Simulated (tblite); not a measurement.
C3H10BN.
Atom-mapped SMILES: `[CH3:1][CH2:2][B:3]([CH3:4])[NH2:5]` (hydrogens: H6, H7, H8 on C1; H9, H10 on C2; H11, H12, H13 on C4; H14, H15 on N5)

Geometry (GFN2-xTB, Å), atoms numbered from 1 in this order:
```xyz
15
C3H10BN angstrom
C      1.9829    0.5259    0.0730
C      0.8799   -0.5213    0.2316
B     -0.6107   -0.0292   -0.0510
C     -1.8264   -1.0525    0.0453
N     -0.8721    1.2875   -0.3856
H      1.9995    0.9159   -0.9434
H      2.9616    0.0967    0.2834
H      1.8273    1.3563    0.7598
H      1.1059   -1.3653   -0.4260
H      0.9305   -0.9257    1.2465
H     -2.6048   -0.6864    0.7123
H     -2.2936   -1.1931   -0.9281
H     -1.5272   -2.0342    0.4022
H     -1.7965    1.6398   -0.5694
H     -0.1609    1.9934   -0.4727
```

Method: GFN2-xTB as coded in tblite; computed harmonic values from a numerical Hessian at the method's own geometry, unscaled. This tight-binding method is rough: wavenumbers can miss measured ones by several per cent, in bad cases by 10 to 20. One conformer, not necessarily the lowest. The optimisation stopped once no atom felt more than 0.01 eV/Å.

Lowest wavenumbers of the output (negative numbers stand for imaginary wavenumbers):
```
mode    cm-1
  1     -67.0
  2      70.9
  3     206.1
  4     235.8
  5     301.8
  6     360.6
  7     414.7
  8     546.1
  9     606.5
 10     700.9
 11     728.9
 12     830.1
 13     864.3
 14     886.6
 15     995.0
```

**Question.** Is this structure a minimum?

**Answer.** No. 1 mode is imaginary beyond 20i (67i cm⁻¹), so at this level the point lies at or near a first-order saddle.

**Question.** Which atoms move in the imaginary mode?

**Answer.** 67i: H12 (methyl hydrogen) 35 %, H11 (methyl hydrogen) 35 %, H13 (methyl hydrogen) 24 %. These are shares of the mass-weighted motion.

**Question.** What is the remedy?

**Answer.** Step along that mode in both directions, optimise again with tighter thresholds and repeat the frequencies. The zero-point energy of this point (82.8 kcal/mol) counts the 38 real modes alone, and thermal corrections from it aren't those of a minimum.

Hardware: one thread, Intel Xeon at 2.50 GHz (x86_64), no GPU, shared host with 64 logical CPUs at a one-minute load of 63. Cost: 0.81 s of wall time. The figure is for the frequency step alone.
